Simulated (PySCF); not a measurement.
Species: bromo(trimethyl)silane, C$_{3}$H$_{9}$BrSi, net charge 0, singlet state. 
Coordinates optimised at B3LYP-D3(BJ)/def2-TZVP (Ansatz):
```xyz
14

C      0.5234     1.5962     1.5092
Si     0.3067    -0.1027     0.7668
C     -0.9304    -1.1189     1.7269
C      1.9397    -0.9908     0.5961
Br    -0.5281     0.1769    -1.3203
H     -0.4295     2.1248     1.5620
H      0.9262     1.5165     2.5226
H      1.2126     2.1980     0.9150
H     -1.8950    -0.6121     1.7814
H     -1.0847    -2.0923     1.2589
H     -0.5729    -1.2832     2.7471
H      2.3867    -1.1512     1.5811
H      1.8085    -1.9632     0.1191
H      2.6403    -0.4098    -0.0055
```

Dispersion corrections to the total energy (kcal/mol) from the dftd3 and dftd4 libraries through PySCF: D3(BJ) without and D4 with the three-body term, each with the damping fitted for the functional named.

| functional | D3(BJ) | D4 |
|---|---|---|
| PBE0 | -7.35 | -6.71 |
| LC-wPBE | -8.24 | -8.74 |
| revPBE | -19.48 | (withheld) |
| BLYP | -17.60 | -16.76 |
| CAM-B3LYP | -7.05 | -6.89 |
| B2PLYP | -7.11 | (withheld) |
| B3LYP | -14.53 | (withheld) |

Q: Complete the blanks.

A: 
- revPBE, D4: -21.85
- B2PLYP, D4: -5.51
- B3LYP, D4: -12.58
